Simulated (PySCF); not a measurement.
Molecule: SMILES O=S1(=O)[CH]CCC1 (C4H7O2S), doublet. Atoms near the plane z = 0.0 Å, at the B3LYP/def2-SVP optimised geometry (x, y, z in Å): O3 (2.3, -1.2, 0.5), C4 (0.7, 0.9, 0.0), C5 (-0.8, 0.9, 0.0), H8 (1.4, 1.5, -0.6), H9 (-1.2, 1.9, 0.0), H10 (-1.2, 0.4, -0.9), H13 (-0.4, -1.9, 0.7).

Method: unrestricted B3LYP/def2-TZVP (PySCF). Cells within 0.4 Å of a nucleus heavier than hydrogen are left out (blank, or x). The values are rescaled to run from 0 to 1.

```
|000000000000000000000000000|
|000000000000000000000000000|
|000000000000000000000000000|
|000000001111000000000000000|
|000000022333211111100000000|
|000000234554332333210000000|
|000001345676544444432000000|
|000002357887655666543100000|
|000002457998777777653200000|
|000002457899888998754200000|
|0000124578xx99xxx8754210000|
|0000124578xx99xxx8754310000|
|000123457899888988654332000|
|000123456777777887765543100|
|000123455666656777777654210|
|000123444555555667888765310|
|000012333445555567899875310|
|000001223345655557899875310|
|000000112356665456788764310|
|000000002345654445677653200|
|000000001344544334455432100|
|000000000233332222333321000|
|000000000012221101111100000|
|000000000000000000000000000|
|000000000000000000000000000|
|000000000000000000000000000|
|000000000000000000000000000|
```
Scale: ten equal steps from 0.000 (start of '0') to 1.00 (end of '9'), in the order '0123456789'; x runs from -4.50 to 4.50, y from -4.50 (bottom) to 4.50 (top).

Task: Which quantity is mapped?
(A) log10 of the electron density
(B) deformation density (molecule minus spherical neutral atoms)
(C) Laplacian of the electron density
(D) electrostatic potential

Result: A, log10 of the electron density. In full: log10 of the electron density (e/bohr³), floored at −4.
